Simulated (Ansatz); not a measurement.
FH₃O₂Si₂ from Hartree–Fock to CCSD(T)

Cartesian coordinates in Å:
```
O -1.082 -0.669 1.231
Si -0.738 -1.002 -0.285
O 0.364 -0.293 -1.099
Si 1.652 0.916 -0.491
F 0.890 1.055 1.037
H -0.494 0.051 1.554
H -1.490 -2.142 -0.814
H 0.897 2.084 -1.133
```

Charge 0, multiplicity 1. The bonds changed during the relaxation, so this is another structure than the one it started from. The structure was optimised at the PBE0-D4/def2-TZVP level. It is one conformer, not always the lowest. Frozen core, restricted reference, Ansatz 0.2.0. CBS rows extrapolate triple and quadruple zeta; past MP2 they add the triple-zeta difference.

```csv
basis,HF (Eh),MP2 corr.
def2-SVP,-828.46775,-0.73564
def2-TZVPP,-829.00792,-0.95076
def2-QZVPP,-829.03880,-1.03201
```

Task: Estimate the CCSD correlation energy and the (T) correction in each basis where they were run (hartree).

Result: 
```
     basis  CCSD corr.       (T)
  def2-SVP    -0.76634  -0.01815
def2-TZVPP    -0.97272  -0.03589
 CBS(def2)    -1.11416     as TZ
```
